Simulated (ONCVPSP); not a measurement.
# Cutoff test, P, ONCV

* Element: P
* Generator: ONCVPSP 4.0.1
* Type: optimised norm-conserving Vanderbilt (ONCV)
* Functional: PBE
* Relativity: scalar-relativistic
* Frozen core: [Ne]
* Valence charge: 5
* Reference configuration: 3s2 3p3
* Partial waves: 3s: rc 1.65 bohr, ncon 4, nbas 7, qcut 3.1 1/bohr, 2 projectors, debl 1.7 Ha; 3p: rc 2.05 bohr, ncon 3, nbas 7, qcut 3.3 1/bohr, 2 projectors, debl 2.5 Ha; d scattering state at 0.18 Ha: rc 1.80 bohr, ncon 4, nbas 7, qcut 4.6 1/bohr, 2 projectors, debl 2.4 Ha
* Local potential: polynomial inside 1.40 bohr (lpopt 5, dvloc0 2 Ha)
* Core correction: Teter function, fcfact 4, rcfact 1.4

Problem. For each optimised wave give the share of its norm inside rc, the residual kinetic energy above qcut (Ha) and the cutoffs (Ha) for errors of 10, 1, 0.1 and 0.01 mHa per electron.

Solution.

```
         wave  norm inside rc  residual KE  10 mHa  1 mHa  0.1 mHa  0.01 mHa
           3s           0.418      2.0e-02     6.3   34.7     43.8      55.3
s projector 2           0.207      7.5e-02     7.8   27.7     51.9      67.2
           3p           0.442      1.2e-04     3.0    4.3      5.6      10.3
p projector 2           0.153      5.6e-03     5.2    6.1      9.8      46.7
d projector 1           0.120      1.9e-03     7.0   12.3     45.4      54.2
d projector 2           0.159      7.5e-02    15.4   33.6     61.3      70.2
```

The occupied waves need 35 Ha and 44 Ha for 1 and 0.1 mHa.
